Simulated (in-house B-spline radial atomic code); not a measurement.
B3LYP (VWN-RPA) excitations of Rb+

Method: B3LYP (VWN-RPA). Computed with an all-electron radial atomic-structure program (B-spline basis): linear response of the closed shell [Ar] 3d10 4s2 4p6 with the functional's adiabatic kernel; scalar-relativistic (spin-free one-electron X2C), finite nucleus, no spin-orbit coupling, no double excitations, S, P, D and F terms only; shells from n = 2 respond. Only terms of natural parity with L up to 3 were computed.

Command:
```bash
python run_td.py task.json out
```
Settings (radii: box in bohr, nucleus in fm):
```
Z                        37
electrons                36
configuration            [Ar] 3d10 4s2 4p6
hamiltonian              x2c
method                   b3lyp
box_radius               41.61
rms_radius               4.2036
intervals                75
```

Cost of the run: 3.8 s on 1 thread of Arm Neoverse N1, on a shared host.

The lowest states, in the order of their Tamm-Dancoff energies; the method's threshold (minus the highest occupied level) is 23.031 eV. Labels give the largest channel, * marks a mixed state, and oscillator strengths are full-response dipole values. Semilocal kernels can invert the small singlet-triplet splittings of Rydberg terms. Energies in eV:

```tsv
state	full response	Tamm-Dancoff	oscillator strength
4p → 5s 3P	15.651	15.659	-
4p → 5s 1P	?	?	?
4p → 4d 3P	17.234	17.271	-
4p → 4d 3F	?	?	-
4p → 5p 3S	18.124	18.134	-
4p → 4d 1F	18.159	18.163	-
4p → 5p 3D	18.268	18.274	-
4p → 5p 1D	18.369	18.372	-
4p → 5p 1S	19.060	19.131	-
4p → 4d 1P	19.686	19.820	1.43
4p → 6s 3P	20.373	20.374	-
4p → 6s 1P	20.435	20.438	0.107
4p → 5d 3P	21.004	21.008	-
4p → 5d 3F	21.016	21.023	-
4p → 6p 3S	21.026	21.028	-
4p → 6p 3D	21.061	21.063	-
```

Question: Where does 4p → 5s 1P lie?

Answer: At 15.957 eV in full response, 15.967 eV in Tamm-Dancoff, oscillator strength 0.409.

Question: Where does 4p → 4d 3F lie?

Answer: At 17.354 eV in full response, 17.415 eV in Tamm-Dancoff.

Question: How large is the singlet-triplet splitting of 4p → 5s (P terms) in Tamm-Dancoff?

Answer: 0.309 eV, from the unrounded values.

Question: What polarisabilities and dispersion coefficient does the method give?

Answer: Dipole 9.395 bohr³, quadrupole 38.19 bohr⁵, C6 57.16 hartree·bohr⁶ for two such species.
